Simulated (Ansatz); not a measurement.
Molecule: sum formula H$_{7}$SiN$_{3}$O (charge 0, singlet). 
Coordinates optimised at B3LYP-D3(BJ)/def2-TZVP (Ansatz, a first-principles code):
```
Si
O 1 1.6555
H 2 0.9598 1 115.46
N 1 1.7091 2 101.03 3 -169.87
H 4 1.0056 1 121.93 2 -179.56
H 4 1.0062 5 112.52 1 155.42
N 1 1.7095 2 120.49 3 74.54
H 7 1.0067 1 121.37 2 -77.48
H 7 1.0067 8 112.14 1 -152.24
N 1 1.7238 2 105.23 3 -40.97
H 10 1.0082 1 119.45 2 172.25
H 10 1.0082 11 110.65 1 -144.94
```
Charge 0, spin multiplicity 1.

Quantity: vertical triplet-singlet gap (E(triplet) - E(singlet); each state is the SCF solution reached for its spin), in eV. Valence correlation only, unless marked. Open shells are spin-unrestricted. Spin-orbit coupling is left out. Non-relativistic. CBS marks a two-point X^-3 extrapolation of the correlation energy; Hartree-Fock from the larger set. The bracket is a focal-point correction in the basis named.

```
level                                                                      program  vertical triplet-singlet gap (eV)
-------------------------------------------------------------------------  -------  ---------------------------------
SVWN5/def2-TZVPD                                                            Ansatz                               5.03
PBE/def2-TZVPD                                                              Ansatz                                [?]
r2SCAN/def2-TZVPD                                                           Ansatz                               5.36
B3LYP/def2-TZVPD                                                            Ansatz                                [?]
RI-MP2/CBS(aug-cc-pV(T+d)Z,aug-cc-pV(Q+d)Z)+[CCSD(T)-MP2]/aug-cc-pV(T+d)Z   Ansatz                               6.02
```

**Question.** What belongs in the gaps?

**Answer.** 
- PBE/def2-TZVPD, vertical triplet-singlet gap (eV): 4.97
- B3LYP/def2-TZVPD, vertical triplet-singlet gap (eV): 5.45
